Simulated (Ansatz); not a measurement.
Cost and result for the atomization energy of C4H4F6O (`FCC(F)(F)COC(F)(F)F`) (15 atoms, 14 bonds).

Z-matrix (Å, degrees):
```
C
C 1 1.514
F 1 1.372 2 109.4
H 1 1.091 2 109.5 3 119.8
H 1 1.093 2 108.7 3 -119.4
F 2 1.357 1 109.9 3 65.5
F 2 1.356 1 107.1 3 -178.1
C 2 1.512 1 115.4 3 -55.0
O 8 1.420 2 107.2 1 -56.8
H 8 1.092 2 108.9 1 63.2
H 8 1.092 2 108.4 1 -176.7
C 9 1.341 8 115.8 2 -179.6
F 12 1.320 9 108.1 8 -179.6
F 12 1.338 9 112.4 8 -59.8
F 12 1.338 9 112.3 8 60.6
```

Total charge 0; spin multiplicity 1. Geometry: relaxed with PBE0-D4/def2-TZVP. It is one conformer, not always the lowest. Program: Ansatz. All runs use 4 threads of an AMD EPYC 7R13 on a shared host and a share of an NVIDIA H100 80 GB. Times are those of one run each, without the atoms' runs, and a repeat can differ threefold. Electronic energies, without spin–orbit coupling; frozen cores. CCSD(T)/CBS adds CCSD(T) − MP2 in def2-TZVPP to the MP2 limit, and its time is that of the two runs behind it. T1 = 0.012. B3LYP takes the VWN-RPA correlation (the form of Gaussian; ORCA's B3LYP/G).

CCSD(T)/CBS is a level of theory with its own doubt, some kJ/mol a heavy atom from the limit and from the frozen cores, so smaller differences don't rank the functionals.

| level | functions | atomization (kcal/mol) | difference from CCSD(T)/CBS | per bond |
| --- | --- | --- | --- | --- |
| ωB97X-V/def2-TZVPP | 397 | 1485.1 | 8.5 | 0.6 |
| r2SCAN-D4/def2-TZVPP (with forces) | 397 | 1489.0 | 12.4 | 0.9 |
| revPBE-D4/def2-TZVPP | 397 | 1482.7 | 6.1 | 0.4 |
| LDA (SPW92)/def2-TZVPP | 397 | 1789.2 | 312.6 | 22.3 |
| B3LYP-D4/def2-TZVPP (with forces) | 397 | 1466.8 | -9.8 | -0.7 |
| BHLYP-D4/def2-TZVPP | 397 | 1394.8 | -81.8 | -5.8 |
| CCSD(T)/def2-SVP | 174 | 1410.8 | -65.8 | -4.7 |
| PBE-D4/def2-TZVPP (with forces) | 397 | 1542.2 | 65.6 | 4.7 |
| CCSD(T)/CBS(def2) | – | 1476.6 | 0.0 | 0.0 |
| PBE0-D4/def2-TZVPP | 397 | 1488.3 | 11.7 | 0.8 |
| MP2/def2-QZVPP | 747 | 1520.1 | 43.5 | 3.1 |
| CCSD(T)/def2-TZVPP | 397 | 1435.8 | -40.8 | -2.9 |
| PBE-QIDH/def2-TZVPP | 397 | 1470.5 | -6.1 | -0.4 |

(1) Order the runs by time, with rough figures. (Best estimate.)

Results:

(1) The calculation gave: revPBE-D4/def2-TZVPP 2.5 s; LDA (SPW92)/def2-TZVPP 3.2 s; PBE-D4/def2-TZVPP (with forces) 3.4 s; PBE0-D4/def2-TZVPP 3.4 s; BHLYP-D4/def2-TZVPP 3.8 s; r2SCAN-D4/def2-TZVPP (with forces) 4 s; B3LYP-D4/def2-TZVPP (with forces) 4.5 s; PBE-QIDH/def2-TZVPP 5.5 s; CCSD(T)/def2-SVP 5.5 s; ωB97X-V/def2-TZVPP 6.5 s; MP2/def2-QZVPP 7 s; CCSD(T)/def2-TZVPP 47 s; CCSD(T)/CBS(def2) 54 s.

In def2-TZVPP, CCSD(T) changes the Hartree–Fock value by +421.1 kcal/mol (the triples alone add +30.7 kcal/mol) and MP2 by +481.4 kcal/mol; breaking electron pairs costs correlation energy, which Hartree–Fock lacks. From r2SCAN to r2SCAN0 (25 % exact exchange), in def2-TZVPP and without D4, the atomization energy moves by −44.3 kcal/mol: exact exchange takes away binding that semilocal exchange gives to molecules. At CCSD(T), def2-SVP lies −65.8 kcal/mol from the extrapolated value and def2-TZVPP −40.8 kcal/mol: correlation converges slowly with the basis, and small sets miss more of it in the bonded molecule than in its fragments.
